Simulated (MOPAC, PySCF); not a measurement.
H₃B, SMILES `B`, neutral singlet in the gas phase. 

Cartesian coordinates (Å):
SMILES: B
```xyz
4

B      0.0000     0.0000    -0.0001
H      1.0460    -0.5603    -0.0766
H     -0.0391     1.1884     0.0015
H     -1.0068    -0.6281     0.0752
```
Charge 0, spin multiplicity 1.

All levels are single points at this geometry (B3LYP-D3(BJ)/def2-TZVP); Pople sets use spherical d functions. Orbital energies aren't observables, and empty levels follow the basis.

| level | HOMO (eV) | LUMO (eV) | gap (eV) | dipole (D) | vertical IE, Delta-SCF (eV) |
|---|---|---|---|---|---|
| PBE-D3(BJ)/def2-TZVP in PySCF | -8.48 | -3.04 | 5.44 | 0.00 | – |
| TPSSh-D3(BJ)/def2-TZVP in PySCF | -9.28 | -2.30 | 6.98 | 0.00 | 13.00 |
| B3LYP/6-311+G** in PySCF | -9.75 | -2.25 | 7.51 | 0.00 | – |
| B3LYP/6-31G* in PySCF | -9.58 | -1.78 | 7.80 | 0.00 | 13.12 |
| M06-2X/6-31G* in PySCF | -11.18 | -0.53 | 10.65 | 0.00 | – |
| PBE/6-31G* in PySCF | -8.30 | -2.67 | 5.63 | 0.00 | 12.88 |
| SVWN5/6-31G* in PySCF | -8.28 | -3.00 | 5.28 | 0.00 | – |
| HF/6-31G* in PySCF | -13.52 | 2.42 | 15.94 | 0.00 | 12.48 |
| HF/STO-3G in PySCF | -12.59 | 6.52 | 19.11 | 0.00 | – |
| AM1 in MOPAC | -11.86 | 1.60 | 13.46 | 0.00 | – |
| PM3 in MOPAC | -13.57 | 0.13 | 13.70 | 0.00 | – |
| PM6 in MOPAC | -11.71 | -0.30 | 11.42 | 0.00 | – |
| PM7 in MOPAC | -12.01 | -0.34 | 11.67 | 0.00 | – |
